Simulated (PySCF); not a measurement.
**Atomic charges by several schemes**

Compound: C6H18AlN3.
Geometry (PBE0-D3(BJ)/def2-SVP, Å), atoms numbered from 1 in this order:
```
atom  x, y, z in Å
C1     2.7798    0.5691   -0.4727
N2     1.7447   -0.3803   -0.1581
C3     2.2592   -1.6651    0.2357
Al4   -0.0008   -0.0022   -0.2633
N5    -1.1776   -1.2978   -0.6340
C6    -0.8574   -2.4649   -1.4124
C7    -2.5420   -1.2810   -0.1765
N8    -0.5704    1.6728    0.0017
C9     0.1132    2.6144    0.8491
C10   -1.7517    2.2217   -0.6097
H11    3.4326    0.2152   -1.2972
H12    2.3481    1.5316   -0.7890
H13    3.4443    0.7725    0.3926
H14    2.8653   -2.1411   -0.5631
H15    2.9126   -1.5952    1.1298
H16    1.4407   -2.3588    0.4838
H17   -0.9927   -3.4057   -0.8394
H18    0.1895   -2.4352   -1.7530
H19   -1.4946   -2.5505   -2.3167
H20   -2.7426   -0.3846    0.4309
H21   -3.2695   -1.2822   -1.0147
H22   -2.7809   -2.1639    0.4517
H23    0.4558    3.5124    0.2938
H24    1.0015    2.1560    1.3114
H25   -0.5347    2.9791    1.6727
H26   -2.2394    1.4795   -1.2610
H27   -2.5023    2.5489    0.1394
H28   -1.5221    3.1083   -1.2363
```

Density: PBE0/pcSseg-1 (PySCF); schemes: Mulliken, IAO, Hirshfeld and ESP-fitted. Isolated species at its PBE0-D3(BJ)/def2-SVP geometry, gas phase.

Atoms with like bonding are taken together and averaged. At which atom do the 4 schemes differ most?

At N2/N5/N8: from -0.878 (Mulliken) to -0.194 e (ESP-fitted), 0.684 e apart.

For which atoms does the sign change between the 4 schemes (beyond +0.03 e in one, beyond −0.03 e in another)?

For none.

Tabulate the Mulliken, IAO, Hirshfeld and ESP-fitted charges.

In e; atoms taken as equivalent share a row and are averaged (×n: the atom named and its like, n in all):

| atom | environment | Mulliken | IAO | Hirshfeld | ESP-fitted |
| --- | --- | --- | --- | --- | --- |
| C1 (×6) | N-methyl carbon | -0.078 | -0.278 | -0.074 | -0.296 |
| N2/N5/N8 | nitrogen bonded to Al and 2 C | -0.878 | -0.526 | -0.231 | -0.194 |
| Al4 | aluminium bonded to 3 N | +1.236 | +1.054 | +0.555 | +0.636 |
| H11 (×18) | methyl hydrogen | +0.104 | +0.122 | +0.032 | +0.096 |

Mean size of the charges over all atoms: IAO 0.232 e, Mulliken 0.221 e, ESP-fitted 0.168 e, Hirshfeld 0.081 e. Each set sums to the total charge, 0, to within 0.001 e. The Mulliken scheme counts on each atom the diagonal of the density matrix times the overlap matrix over that atom's basis functions.

Some averages cover members that differ in this geometry: C1 (×6), ESP-fitted -0.311 to -0.270 e.

How many electrons does the ESP-fitted scheme count on C3?

Its own charge is -0.304 e, so Z − q = 6.304.

Sum the charges by element, for elements with more than one atom.

```csv
element,atoms,Mulliken,IAO,Hirshfeld,ESP-fitted
C,6,-0.466,-1.668,-0.445,-1.774
N,3,-2.634,-1.578,-0.694,-0.583
H,18,+1.864,+2.192,+0.583,+1.722
```

These values come from a run that also computed NMR shieldings. The run took 65 s wall on an Arm Neoverse V2 with one thread (shared host).
